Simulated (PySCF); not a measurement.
Br₂Mg, SMILES [Br][Mg-][Br], charge -1, multiplicity 2. Atoms are numbered in the order given.

```xyz
3

Mg     0.0000     0.0000    -1.0970
Br     0.0000     2.1868     0.1881
Br     0.0000    -2.1868     0.1881
```
Charge -1, spin multiplicity 2.

Geometry optimised at B3LYP-D3(BJ)/def2-SVPD.

Calculation: PySCF with IEF-PCM-M06-2X/def2-SVPD.

The values are the electrostatic part of the solvation free energy, E(continuum) − E(gas) at the gas-phase geometry, in a cavity of scaled van der Waals radii (PySCF's table); cavitation and dispersion terms are not included. A continuum can't describe solvent molecules that bind to the metal.

| solvent | ε | ΔG(elec) (kcal/mol) |
|---|---|---|
| water | 78.36 | -47.6 |
| 2-propanol | 19.26 | -45.6 |
| toluene | 2.37 | -27.1 |
